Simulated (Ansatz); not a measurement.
Born–Oppenheimer molecular dynamics of AlH₅O₃Si (10 atoms, charge 0, multiplicity 1). It goes on from the last frame of an earlier run, with new velocities.

Theory: RHF/STO-3G (Ansatz 0.2.0).

```
ensemble        : NVT, Langevin thermostat
time step       : 0.5 fs
steps asked     : 100
set temperature : 2000 K
friction        : 0.02 /fs
seed            : 398857
```

First frame:

```xyz
10
Properties=species:S:1:pos:R:3
Al 0.051 -0.349 -0.248
O -0.067 -0.137 1.457
H -0.491 -0.938 1.798
O 1.546 -0.036 -1.041
H 2.152 0.253 -0.333
O -1.185 -0.977 -1.087
Si -2.766 -1.273 -0.732
H -2.976 -2.619 -0.981
H -3.178 -0.828 0.633
H -3.597 -0.538 -1.626
```

Q: How far do the bonds stretch over the last three quarters of this one trajectory? (Pairs bonded in most of those frames.)

A: 
| bond | mean (Å) | spread (Å) | shortest | longest |
| --- | --- | --- | --- | --- |
| Al1–O2 | 1.662 | 0.031 | 1.61 | 1.70 |
| Al1–O4 | 1.653 | 0.089 | 1.50 | 1.76 |
| Al1–O6 | 1.648 | 0.055 | 1.57 | 1.75 |
| O2–H3 | 0.996 | 0.028 | 0.96 | 1.06 |
| O4–H5 | 1.006 | 0.079 | 0.87 | 1.14 |
| O6–Si7 | 1.646 | 0.067 | 1.53 | 1.74 |
| Si7–H8 | 1.444 | 0.074 | 1.30 | 1.57 |
| Si7–H9 | 1.450 | 0.081 | 1.31 | 1.57 |
| Si7–H10 | 1.448 | 0.071 | 1.30 | 1.57 |

Pairs bonded in part of these frames only: Al1–H3 5 %.

Mean temperature of the second half: 1702 K. The mean temperature of the second half is 15 % below the set value. A run of 0.05 ps of so small a system gives no equilibrium averages. Limits of this set-up: minimal basis.

Time of the run: 31 s on 1 thread of AMD EPYC 9R45 96-Core Processor (Zen 5), with other jobs on the host, peak memory 0.1 GiB.
